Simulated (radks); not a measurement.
Spherical quantum dot in the effective-mass picture: electrons in a parabolic well V = omega^2 r^2 / 2 with omega = 2.28, all in effective atomic units (hartree* = m*/eps^2 hartree, bohr* = eps/m* bohr), one dielectric constant everywhere. Calculated with a radial shooting solver with Libxc functionals: non-relativistic Kohn-Sham, LDA (Slater exchange, Perdew-Wang correlation), spin-polarised, spherical densities. Levels are named by radial order and angular momentum (1s, 1p, 1d, 2s, ...), and open shells are averaged over m. Results are scaled to m* = 0.174 and eps = 7, for which hartree* = 96.63 meV and bohr* = 2.129 nm.

N = 24, configuration 1s2 1p6 1d10 2s2 1f(up 4, down 0). This is the lowest configuration that the search found. Occupied and some empty levels:

level,occupation,eigenvalue (meV),<r> (nm)
1s up,1,1937.1,2.197
1s down,1,1941.1,2.175
1p up,3,2053.9,2.784
1p down,3,2060.2,2.770
1d up,5,2182.9,3.206
1d down,5,2190.4,3.199
2s up,1,2204.9,2.831
2s down,1,2210.4,2.840
1f up,4,2322.7,3.542
1f down,0,2330.8,3.542
2p up,0,2356.7,3.193
2p down,0,2361.9,3.199
1g up,0,2472.1,3.829
1g down,0,2480.3,3.832
2d up,0,2514.5,3.526
2d down,0,2519.9,3.530

Energy (meV): total 34842.4, kinetic 5524.3, external 13488, Hartree 17463, exchange-correlation -1632.8.
